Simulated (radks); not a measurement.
Results of a calculation; reference values are marked as such.
Spherical jellium clusters: N electrons in a uniform positive sphere of charge N and radius rs N^(1/3), rs = 5.51 bohr. Level of theory: non-relativistic Kohn-Sham, LDA (Slater exchange, Perdew-Wang correlation), spin-polarised, spherical densities (a radial shooting solver with Libxc functionals). Levels are named by radial order and angular momentum (1s, 1p, 1d, 2s, ...), and open shells are averaged over m.

N = 9, configuration 1s2 1p6 1d(up 1, down 0). This is the lowest configuration that the search found. Occupied and some empty levels:

level,occupation,eigenvalue (eV),<r> (bohr)
1s up,1,-3.2815,7.611
1s down,1,-3.2104,7.517
1p up,3,-2.6741,8.870
1p down,3,-2.5871,8.848
1d up,1,-1.8824,9.943
1d down,0,-1.7916,9.971
2s up,0,-1.4293,8.968
2s down,0,-1.3869,9.035
1f up,0,-0.98054,11.10
1f down,0,-0.89541,11.19
2p up,0,-0.63615,12.06
2p down,0,-0.59526,12.21

Energy (eV): total -15.5016, kinetic 8.8651, external -229.15, Hartree 114.12, exchange-correlation -24.727, background 115.39.
